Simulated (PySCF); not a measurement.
Bond stretch in CaH, doublet.

Computed with: UMP2 = MP2 on UHF/def2-TZVP, 5 core orbitals frozen (PySCF); UHF/def2-TZVP (PySCF); UKS-BLYP = PySCF with unrestricted BLYP/def2-TZVP; UCCSD(T) = CCSD(T) on UHF/def2-TZVP, 5 core orbitals frozen (PySCF).

Energies relative to the lowest point of each curve near equilibrium, in mEh:

```json
[
 {"R / Å": "1.58", "UMP2": "36.3", "UHF": "41.7", "UKS-BLYP": "29.2"},
 {"R / Å": "1.71", "UMP2": "15.5", "UHF": "19.0", "UKS-BLYP": "11.8"},
 {"R / Å": "1.79", "UMP2": "7.7", "UHF": "10.2", "UKS-BLYP": "5.5"},
 {"R / Å": "1.87", "UMP2": "2.9", "UHF": "4.5", "UKS-BLYP": "1.8"},
 {"R / Å": "1.93", "UMP2": "0.9", "UHF": "1.9", "UKS-BLYP": "0.4"},
 {"R / Å": "1.99", "UMP2": "0.0", "UHF": "0.4", "UKS-BLYP": "0.0"},
 {"R / Å": "2.07", "UMP2": "0.2", "UHF": "0.0", "UKS-BLYP": "0.6"},
 {"R / Å": "2.12", "UMP2": "1.0", "UHF": "0.4", "UKS-BLYP": "1.5"},
 {"R / Å": "2.20", "UMP2": "3.0", "UHF": "2.1", "UKS-BLYP": "3.7"},
 {"R / Å": "2.30", "UMP2": "6.7", "UHF": "5.3", "UKS-BLYP": "7.3"},
 {"R / Å": "2.44", "UMP2": "13.2", "UHF": "11.4", "UKS-BLYP": "13.4"},
 {"R / Å": "2.72", "UMP2": "28.3", "UHF": "25.8", "UKS-BLYP": "26.8"}
]
```

Problem. Estimate the UCCSD(T) values at these points.

Solution. 1.58: 36.8; 1.71: 15.9; 1.79: 8.1; 1.87: 3.2; 1.93: 1.1; 1.99: 0.0; 2.07: 0.0; 2.12: 0.6; 2.20: 2.4; 2.30: 5.7; 2.44: 11.5; 2.72: 24.4 (mEh).

The scan ran from 1.58 to 7.90 Å; beyond the distances shown one of the unrestricted levels run for this scan, shown here or not, changes its spin distribution in one step.
